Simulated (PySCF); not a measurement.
# What a mistake does to a calculation on CClH4OSi

All numbers below are calculated, not measured. The program is PySCF 2.14.0, an open-source quantum chemistry code, run on an isolated molecule that a program drew, which may never have been made. The molecule is CClH4OSi (charge 0, doublet), drawn as the SMILES string `CO[SiH]Cl`.

Each row is a Hartree-Fock (HF) and frozen-core CCSD(T) single point in the cc-pV(D+d)Z basis, meant for a local HF minimum. Run 1 is clean. Each other run has one planted mistake out of seven kinds, and not every kind appears here: one electron removed, one electron added, multiplicity raised by two, geometry at a saddle point, minimal basis STO-3G, one bond length entered in bohr, all coordinates scaled. The reference is restricted for singlets and unrestricted otherwise, and also for a bond in bohr. Adding or removing an electron swaps singlet and doublet. Electrons count all cores. HOMO and LUMO are orbital energies over both spins, the gradient is its largest component, and the lowest frequency (negative if imaginary) is given only where the gradient is small. Bond lengths are over the 7 bonds as drawn. T1 is the CCSD diagnostic: over 0.02 (restricted) or 0.045 (unrestricted) a single reference is doubtful.

Geometry of the clean run:
```xyz
8
CClH4OSi, angstrom
C     1.0005    0.0881   -0.8370
O    -0.2971    0.5887   -0.6275
Si   -1.3008    1.2921   -1.7069
Cl   -3.1975    1.2722   -0.8858
H     1.2803   -0.4929    0.0391
H     1.0404   -0.5605   -1.7158
H     1.7179    0.9017   -0.9627
H    -1.3343    0.5153   -2.9706
```

| run | electrons | basis functions | <S^2> | HOMO (eV) | LUMO (eV) | gradient (hartree/bohr) | lowest frequency (cm^-1) | mean bond (Å) | longest bond (Å) | T1 | HF (hartree) | CCSD(T) (hartree) | mistake |
|---|---|---|---|---|---|---|---|---|---|---|---|---|---|
| 1 | 49 | 94 | 0.754 | -9.19 | 1.53 | 2.7e-05 | 41 | 1.4090 | 2.067 | 0.0137 | -863.54641 | -864.14572 | no fault |
| 2 | 48 | 94 | 0.000 | -18.14 | -7.20 | 8.8e-02 | - | 1.4090 | 2.067 | 0.0217 | -863.24343 | -863.85465 | one electron removed |
| 3 | 50 | 94 | 0.000 | -0.41 | 8.79 | 1.0e-01 | - | 1.4090 | 2.067 | 0.0108 | -863.52389 | -864.14906 | one electron added |
| 4 | 49 | 94 | 3.764 | -3.15 | -1.73 | 1.6e-01 | - | 1.4090 | 2.067 | 0.0541 | -863.26471 | -863.84679 | multiplicity raised by two |
| 5 | 49 | 32 | 0.754 | -6.78 | 4.87 | 4.6e-02 | - | 1.4090 | 2.067 | 0.0153 | -853.78127 | -853.94016 | minimal basis STO-3G |
| 6 | 49 | 94 | 1.468 | -9.31 | 1.37 | 3.0e-02 | - | 1.5478 | 2.067 | 0.0529 | -863.42283 | -864.02179 | ? |

**Which mistake was planted in run 6, and what did it cost?**

The mean bond changes by a factor of 1.099 and the longest by 1.000, so the molecule wasn't scaled as a whole. A length L in bohr read as angstrom grows by (1/0.5292 - 1) L = 0.890 L. The 7 bonds together grew by 7 x 0.1388 = 0.972 Å, which gives L = 1.092 Å. That is the length of one of the C-H bonds, 1.092 Å in the clean geometry. So the mistake is: one bond length entered in bohr. Subtracting run 1 and multiplying by 627.51 kcal/mol a hartree, the energy moved by 77.5 kcal/mol in HF and 77.8 kcal/mol in CCSD(T).

Cautions from the logs. Run 2: T1 is over the limit, so its CCSD(T) energy is less reliable; run 4: T1 is over the limit, so its CCSD(T) energy is less reliable; run 6: T1 is over the limit, so its CCSD(T) energy is less reliable.
